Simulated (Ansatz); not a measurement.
C$_{6}$H$_{15}$Sb, charge -1, doublet, at the geometry of the source list (a state made from the parent by changing its charge; the spin is typed, not shown lowest) (core potentials on Sb) (a gas-phase anion, which may not be bound at this level). Base run: HF/def2-SV(P) (Ansatz, a quantum-chemistry and plane-wave program).

Input for Ansatz:
Ansatz 0.2 input:
```yaml
crystal:
  periodic: [false, false, false]
  atoms:
    - {symbol: Sb, position_ang: [0.22660000, -0.24530000, 1.54180000]}
    - {symbol: C, position_ang: [1.65530000, 0.97220000, 0.37820000]}
    - {symbol: C, position_ang: [1.11500000, 1.62080000, -0.87920000]}
    - {symbol: H, position_ang: [2.48960000, 0.31090000, 0.14110000]}
    - {symbol: H, position_ang: [2.02750000, 1.73830000, 1.05860000]}
    - {symbol: H, position_ang: [0.30990000, 2.31470000, -0.64430000]}
    - {symbol: H, position_ang: [0.73720000, 0.87770000, -1.57800000]}
    - {symbol: H, position_ang: [1.90460000, 2.17990000, -1.38180000]}
    - {symbol: C, position_ang: [-1.59250000, 0.16490000, 0.38280000]}
    - {symbol: C, position_ang: [-2.34730000, 1.37390000, 0.90020000]}
    - {symbol: H, position_ang: [-2.21400000, -0.72810000, 0.45650000]}
    - {symbol: H, position_ang: [-1.31980000, 0.30780000, -0.66120000]}
    - {symbol: H, position_ang: [-1.73380000, 2.27330000, 0.84060000]}
    - {symbol: H, position_ang: [-2.64180000, 1.23470000, 1.94100000]}
    - {symbol: H, position_ang: [-3.24920000, 1.54160000, 0.31030000]}
    - {symbol: C, position_ang: [0.67430000, -2.14650000, 0.52520000]}
    - {symbol: C, position_ang: [0.58930000, -2.11770000, -0.98640000]}
    - {symbol: H, position_ang: [-0.01910000, -2.88400000, 0.92930000]}
    - {symbol: H, position_ang: [1.67760000, -2.43180000, 0.84110000]}
    - {symbol: H, position_ang: [1.30300000, -1.41000000, -1.40390000]}
    - {symbol: H, position_ang: [-0.41090000, -1.84410000, -1.31650000]}
    - {symbol: H, position_ang: [0.81850000, -3.10320000, -1.39550000]}
basis:
  gaussian:
    orbitals: def2-SV_P_.json
hamiltonian:
  xc: hf
total_charge: -1
magnetization: {spin_polarized: true, initial_magnetization: 1}
```
The basis file holds def2-SV(P) in the JSON format of the Basis Set Exchange.

Each row names what was changed in the base input (with any setting that the change needs).

```
change             basis functions       E (Eh)  core-seconds (rough)                outcome
-----------------  ---------------  -----------  --------------------  ---------------------
base                           140   -474.85331                    20              converged
basis = def2-TZVP                -            -                     -  cut at the time limit
basis = def2-SVPD                -            -                     -  cut at the time limit
basis = STO-3G                  72  -6484.27486                    10              converged
basis = 3-21G                  ___          ___                    20              converged
basis = def2-SVP               185   -474.89545                    40              converged
```

**Question.** What belongs in the gaps?

**Answer.** 
- basis = 3-21G, basis functions: 117
- basis = 3-21G, E (Eh): -6520.64839

Totals compare only among sets that treat the same electrons; sets with core potentials leave the core out.

A gas-phase anion may not be bound at this level; its values then depend on the basis.
